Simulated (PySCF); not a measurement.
Exercise with solution: oscillator strength and radiative lifetime

C3H9Al, SMILES [AlH]([CH3])[CH2]C.

The structure is a stationary point at r2SCAN-D4/def2-SVP. The structure was generated by enumeration; whether it is a known compound was not checked. One conformer was computed; it need not be the lowest.

TDDFT-CAM-B3LYP/def2-SVPD run with PySCF puts the first singlet state with f over 0.02 at 6.57 eV (vertical), with the transition dipole (0.114, -0.026, 0.621) in atomic units.

Problem. Find the oscillator strength, the wavelength and the radiative lifetime that this transition would have in vacuum if emission retraced absorption.

Solution. 
|μ|² = 0.3993 au, so |μ| = 1.61 D. ΔE = 6.57/27.211 = 0.2414 hartree. f = (2/3) ΔE |μ|² = 0.064 (the program prints 0.064).
λ = 1239.84/6.57 = 189 nm; ν = 52991 cm⁻¹.
Einstein's coefficient A = 0.6670 ν² f s⁻¹ (ν in cm⁻¹) = 1.2e8 s⁻¹, so τ = 1/A = 8.3 ns. This state is S3; the lower singlets have f = 0.001, 0.003. The figure is the radiative limit of this one transition; relaxation, internal conversion, crossing to triplets and a medium change what is measured.
